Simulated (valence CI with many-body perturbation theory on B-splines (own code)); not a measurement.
## From CI to CI+MBPT in Hf XLII

Calculated by configuration interaction combined with many-body perturbation theory (CI+MBPT): three valence electrons over a frozen Dirac-Fock core [Ar] 3d10, radial functions for each j: 11 s, 11 p, 9 d, 7 f, 5 g, 2 h, 1 i, with the one-electron correlation potential Σ1 (screened to all orders), the two-electron term Σ2, the three-electron term Σ3, Breit, model QED; selected single and double excitations, second order for the rest (own B-spline code, finite nucleus).

No measured spectrum was set against this ion. As an estimate, large intervals hold to a few tenths of a per cent, small ones and those within an open d or f shell to about a per cent.

Each rung adds one term. CI alone is the Dirac-Coulomb CI over the frozen core; QED comes last and gives the full result, which names the levels. Energies are above (4s^2 4p1/2) J=1/2 on the same rung, in cm⁻¹.

Levels are named by their leading jj configuration (3d3/2^4 stands for four electrons in 3d with j = 3/2), which in mixed levels can hold well under half, so a name can repeat and another be missing. Letters in brackets count levels of one name in rising energy.

```
                     Level  CI alone
        (4s^2 4p3/2) J=3/2    688162
        (4s 4p1/2^2) J=1/2    741463
(4s 4p1/2 4p3/2) J=3/2 [a]   1326260
    (4s 4p1/2 4p3/2) J=5/2   1393120
(4s 4p1/2 4p3/2) J=3/2 [b]   1488770
    (4s 4p1/2 4p3/2) J=1/2   1513260
        (4s^2 4d3/2) J=3/2   1937330
        (4s 4p3/2^2) J=5/2   2002190
        (4s^2 4d5/2) J=5/2   2140000
        (4s 4p3/2^2) J=1/2   2198220
        (4s 4p3/2^2) J=3/2   2232920
     (4p1/2^2 4p3/2) J=3/2   2236920
(4s 4p1/2 4d3/2) J=3/2 [a]   2515050
    (4s 4p1/2 4d3/2) J=5/2   2568680
    (4s 4p1/2 4d3/2) J=1/2   2677560
(4s 4p1/2 4d3/2) J=3/2 [b]   2683400
```

Problem. What do these energies become with core correlation, Breit and QED?

Solution. (4s^2 4p3/2) J=3/2 683850 (-4311); (4s 4p1/2^2) J=1/2 739421 (-2042); (4s 4p1/2 4p3/2) J=3/2 [a] 1323180 (-3088); (4s 4p1/2 4p3/2) J=5/2 1387470 (-5646); (4s 4p1/2 4p3/2) J=3/2 [b] 1479400 (-9372); (4s 4p1/2 4p3/2) J=1/2 1500350 (-12911); (4s^2 4d3/2) J=3/2 1920460 (-16873); (4s 4p3/2^2) J=5/2 1992170 (-10026); (4s^2 4d5/2) J=5/2 2121690 (-18307); (4s 4p3/2^2) J=1/2 2184180 (-14042); (4s 4p3/2^2) J=3/2 2214070 (-18843); (4p1/2^2 4p3/2) J=3/2 2223280 (-13640); (4s 4p1/2 4d3/2) J=3/2 [a] 2504420 (-10633); (4s 4p1/2 4d3/2) J=5/2 2556270 (-12409); (4s 4p1/2 4d3/2) J=1/2 2658700 (-18856); (4s 4p1/2 4d3/2) J=3/2 [b] 2664860 (-18540).

Problem. How does the ionisation energy move along the ladder, and which term matters most?

Solution. CI alone 2023.6, + Σ1 2025.4, + Σ2 2025.4, + Σ3 2025.3, + Breit 2022.9, + QED 2022.9 eV. The largest step is Breit, -2.4 eV. NIST lists 2022 ± 4 eV (theoretical).
